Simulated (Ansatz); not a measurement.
Relaxation of TiAl₂ with RKS PBE0-D4/def2-TZVP.

```sh
$ ansatz run in.yaml --threads 4 --pin off --events-out ev --progress --plain --max-ram 3916MiB
```

```yaml
crystal:
  periodic: [false, false, false]
  atoms:
    - {symbol: Ti, position_ang: [0.006680, -1.272240, 0.742080]}
    - {symbol: Al, position_ang: [-1.376470, 0.671590, -0.294200]}
    - {symbol: Al, position_ang: [1.369790, 0.600650, -0.447880]}
basis:
  gaussian: {orbitals: def2-TZVP}
hamiltonian: {xc: pbe0, dispersion: d4}
scf: {lower_state_search: "off"}
output: {orbitals: {seedname: orbitals}}
relax: {f_tol: 0.02, max_steps: 100}
```

It took 6.5 s on 4 threads of Arm Neoverse V1 on a shared host.

Positions (Å) and forces (eV/Å) at steps 1, 2, 3, 4 of 4:

```xyz
3
step=1 energy=-36293.2849 eV
Ti    0.007   -1.272    0.742    0.001    0.557   -0.325
Al   -1.376    0.672   -0.294    1.002   -0.302    0.105
Al    1.370    0.601   -0.448   -1.002   -0.255    0.220
3
step=2 energy=-36293.4475 eV
Ti    0.007   -1.263    0.737    0.001    0.182   -0.106
Al   -1.233    0.664   -0.300   -0.125   -0.086    0.059
Al    1.225    0.600   -0.437    0.124   -0.096    0.047
3
step=3 energy=-36293.4503 eV
Ti    0.007   -1.240    0.723    0.001   -0.142    0.083
Al   -1.249    0.653   -0.292    0.015    0.071   -0.042
Al    1.242    0.587   -0.431   -0.016    0.071   -0.040
3
step=4 energy=-36293.4517 eV
Ti    0.008   -1.249    0.729    0.000   -0.005    0.003
Al   -1.245    0.657   -0.295   -0.007    0.003   -0.001
Al    1.238    0.592   -0.433    0.007    0.002   -0.002
```

The restricted singlet is unstable: a solution with broken spin symmetry lies lower. At PBE0-D4/def2-TZVP a quintet of charge 0 lies 0.82 eV below the restricted singlet, each at its own geometry. The structure comes from a short search, and lower isomers may exist.
